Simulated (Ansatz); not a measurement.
## Relaxing a trial structure of CH6BeInN

The starting geometry of this gas-phase singlet was optimised with GFN2-xTB.

```xyz
10

C    -0.0862    0.0839   -0.3997
Be    1.3378    1.1256    1.0103
In   -1.0407    2.7992    0.5722
N    -0.3446    0.7299    0.8768
H     0.7792   -0.5845   -0.3592
H     0.1473    0.8514   -1.1466
H    -0.9442   -0.4990   -0.7668
H    -0.6494    0.0151    1.5280
H     2.0768    0.3189    1.7348
H     1.6892    2.3010    0.4379
```

**Question.** Predict what it relaxes into with B3LYP-D3(BJ)/def2-SVP.

**Answer.** A new bond forms, giving a structure with H10 bridging In3 and Be2, given below by its coordinates. Contacts that close: In3–H10 (2.78 → 2.16 Å).

The energy falls by 0.48 eV over 20 steps:

| step | E − E(last) (eV) |
| --- | --- |
| 1 | 0.484 |
| 3 | 0.114 |
| 5 | 0.024 |
| 7 | 0.005 |
| 9 | 0.001 |
| 12 | 0.001 |
| 14 | 0.000 |
| 16 | 0.000 |
| 18 | 0.000 |
| 20 | 0.000 |

Final geometry (Å):

```yaml
atoms:
  - { symbol: C, position_ang: [-0.1959, -0.0393, -0.5426] }
  - { symbol: Be, position_ang: [1.3958, 1.1809, 1.2408] }
  - { symbol: In, position_ang: [-0.7444, 2.8406, 0.5173] }
  - { symbol: N, position_ang: [-0.0697, 0.5361, 0.8016] }
  - { symbol: H, position_ang: [0.3996, -0.9618, -0.6731] }
  - { symbol: H, position_ang: [0.1777, 0.6763, -1.3007] }
  - { symbol: H, position_ang: [-1.2411, -0.2768, -0.8104] }
  - { symbol: H, position_ang: [-0.4936, -0.0939, 1.4828] }
  - { symbol: H, position_ang: [2.3467, 0.7332, 2.0972] }
  - { symbol: H, position_ang: [1.3902, 2.5462, 0.6748] }
```

Frequencies at the end are all real (lowest 70 cm⁻¹). Atoms past krypton carry core potentials, without spin–orbit terms. Run with Ansatz 0.2.0, 2.3 min on 2 threads of Intel(R) Xeon(R) Processor @ 2.50GHz (Skylake/Cascade Lake), on a shared host.
